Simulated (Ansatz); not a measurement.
Species: CH₂BF₃O₂, net charge 0, singlet state. 
Structure (B3LYP-D3(BJ)/def2-TZVP (Ansatz, a program for electronic structure) minimum search):
```
B
O 1 1.3477
H 2 0.9645 1 113.90
O 1 1.3540 2 122.50 3 0.00
H 4 0.9637 1 114.23 2 -180.00
C 1 1.6186 2 117.04 3 180.00
F 6 1.3500 1 112.65 2 -60.75
F 6 1.3500 7 107.26 1 -124.51
F 6 1.3669 7 106.48 8 -113.69
```
Charge 0, spin multiplicity 1.

Parts of the frozen-core correlation energy in cc-pVQZ (Ansatz, hartree). Frozen orbitals: 7; correlated occupied orbitals by spin: 21 and 21; virtual: 417 and 417. No spin-orbit coupling. No relativistic terms.

```csv
term,value
reference (HF),-512.12773
MP2 opposite-spin,___
MP2 same-spin,___
CCSD correlation,___
(T),-0.05850
T1 diagnostic,0.013
largest doubles amplitude,0.026
```

**Question.** Some entries are withheld; supply them.

**Answer.** 
- MP2 opposite-spin, value: -1.19668
- MP2 same-spin, value: -0.40686
- CCSD correlation, value: -1.59994
